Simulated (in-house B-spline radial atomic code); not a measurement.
A fraction x of an electron is removed from 3d in Br+, starting from [Ar] 3d10 4s2 4p4 and keeping the highest spin. Level of theory: non-relativistic B97-1, spin-polarised, spherical fractional occupations, point nucleus; calculated with a radial B-spline atomic code at the basis-set limit.

Caution: exact exchange at fractional occupations of open shells leaves self-interaction of up to several eV.

```json
{"x": "0", "E(x) - E(0) (eV)": "0.0000", "3d down level (eV)": "-83.698"}
{"x": "0.03", "E(x) - E(0) (eV)": "2.5211", "3d down level (eV)": "-84.375"}
{"x": "0.23", "E(x) - E(0) (eV)": "19.8520", "3d down level (eV)": "-88.951"}
{"x": "0.31", "E(x) - E(0) (eV)": "27.0424", "3d down level (eV)": "-90.811"}
{"x": "0.46", "E(x) - E(0) (eV)": "?", "3d down level (eV)": "?"}
{"x": "0.5", "E(x) - E(0) (eV)": "?", "3d down level (eV)": "?"}
{"x": "0.58", "E(x) - E(0) (eV)": "52.4210", "3d down level (eV)": "-97.209"}
{"x": "0.63", "E(x) - E(0) (eV)": "57.3115", "3d down level (eV)": "-98.414"}
{"x": "0.84", "E(x) - E(0) (eV)": "78.5148", "3d down level (eV)": "-103.539"}
{"x": "0.91", "E(x) - E(0) (eV)": "85.8231", "3d down level (eV)": "-105.271"}
{"x": "1", "E(x) - E(0) (eV)": "95.3983", "3d down level (eV)": "-107.514"}
```

Task: What belongs in the row x = 0.46?

Result: An energy change of 40.9282 eV; 3d down at -94.343 eV.

Task: What belongs in the row x = 0.5?

Result: An energy change of 44.7209 eV; 3d down at -95.294 eV.

Task: Check Janak's theorem between x = 0.03 and 0.23.

Result: The slope of the energy is 86.65 eV; the orbital levels give 86.66 eV (-ε of the emptying orbital, averaged over the two points).
